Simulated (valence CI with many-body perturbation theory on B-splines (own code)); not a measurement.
# Ladder of approximations for Ta⁶⁸⁺

Calculated by valence CI with perturbative core correlation (CI+MBPT): three valence electrons over a frozen Dirac-Fock core [He], a basis of 11 s, 11 p, 9 d, 7 f, 5 g, 2 h, 1 i functions for each j, with the one-electron correlation potential Σ1 (screened to all orders), the two-electron term Σ2, the three-electron term Σ3, Breit, model QED; selected single and double excitations, second order for the rest (own B-spline code, finite nucleus).

No measured spectrum was set against this ion. As an estimate, large intervals hold to a few tenths of a per cent, small ones and those within an open d or f shell to about a per cent.

Each rung adds one term. CI alone is the Dirac-Coulomb CI over the frozen core; QED comes last and gives the full result, which names the levels. Energies are above (2s^2 2p1/2) J=1/2 on the same rung, in eV.

Levels are named by their leading jj configuration (3d3/2^4 stands for four electrons in 3d with j = 3/2), which in mixed levels can hold well under half, so a name can repeat and another be missing. Letters in brackets count levels of one name in rising energy.

| Level | CI alone | + Σ1 | + Σ2 | + Σ3 | + Breit | Full |
| --- | --- | --- | --- | --- | --- | --- |
| (2s 2p1/2^2) J=1/2 | 264 | 264 | 263 | 263 | 282 | 265 |
| (2s^2 2p3/2) J=3/2 | 1392 | 1392 | 1392 | 1392 | 1373 | 1375 |
| (2s 2p1/2 2p3/2) J=3/2 [a] | 1579 | 1579 | 1578 | 1578 | 1577 | 1561 |
| (2s 2p1/2 2p3/2) J=5/2 | 1629 | 1629 | 1629 | 1629 | 1617 | 1602 |
| (2s 2p1/2 2p3/2) J=1/2 | 1690 | 1690 | 1690 | 1690 | 1689 | 1673 |
| (2s 2p1/2 2p3/2) J=3/2 [b] | 1698 | 1698 | 1698 | 1698 | 1691 | 1675 |
| (2p1/2^2 2p3/2) J=3/2 | 1970 | 1970 | 1969 | 1969 | 1983 | 1950 |
| (2s 2p3/2^2) J=5/2 | 2994 | 2994 | 2994 | 2994 | 2968 | 2954 |
| (2s 2p3/2^2) J=1/2 | 3091 | 3092 | 3091 | 3091 | 3075 | 3061 |
| (2s 2p3/2^2) J=3/2 | 3099 | 3099 | 3099 | 3099 | 3076 | 3062 |
| (2p1/2 2p3/2^2) J=3/2 | 3314 | 3313 | 3313 | 3313 | 3308 | 3276 |
| (2p1/2 2p3/2^2) J=5/2 | 3346 | 3346 | 3345 | 3345 | 3330 | 3299 |
| (2p1/2 2p3/2^2) J=1/2 | 3390 | 3389 | 3389 | 3389 | 3387 | 3356 |
| (2p3/2^3) J=3/2 | 4748 | 4748 | 4748 | 4748 | 4724 | 4694 |
| (2s^2 3s) J=1/2 | 10319 | 10319 | 10319 | 10319 | 10292 | 10296 |
| (2s^2 3p1/2) J=1/2 | 10407 | 10408 | 10407 | 10407 | 10385 | 10384 |
| (2s 2p1/2 3s) J=1/2 [a] | 10497 | 10497 | 10497 | 10497 | 10486 | 10474 |
| (2s 2p1/2 3s) J=3/2 | 10530 | 10530 | 10530 | 10530 | 10514 | 10501 |
| (2s 2p1/2 3s) J=1/2 [b] | 10558 | 10558 | 10558 | 10558 | 10545 | 10532 |

How does the ionisation energy move along the ladder, and which term matters most?

CI alone 18273, + Σ1 18274, + Σ2 18273, + Σ3 18273, + Breit 18242, + QED 18241 eV. The largest step is Breit, -32 eV. NIST lists 18250 ± 50 eV (theoretical).
